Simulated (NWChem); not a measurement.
# MgF cation; SMILES [F][Mg+]

```xyz
2

Mg     0.0000     0.0000    -0.7447
F      0.0000     0.0000     0.9933
```
Atoms are numbered in this order, from 1.

Geometry: optimised at PBE-D3(BJ)/def2-SVP.

Q: List the 6 lowest vertical singlet excitations from BHandHLYP/def2-SVPD, full TDDFT (NWChem).

A: 
| state | energy (eV) | oscillator strength | leading excitation (squared amplitude) |
|---|---|---|---|
| S1 | 4.64 | 0.010 | HOMO−1 → LUMO (0.98) |
| S2 | 4.64 | 0.010 | HOMO → LUMO (0.98) |
| S3 | 5.91 | 0.079 | HOMO−2 → LUMO (0.96) |
| S4 | 8.72 | 0.000 | HOMO−1 → LUMO+1 (0.48) |
| S5 | 8.76 | 0.000 | HOMO−1 → LUMO+1 (0.49) |
| S6 | 8.76 | 0.000 | HOMO−1 → LUMO+2 (0.49) |
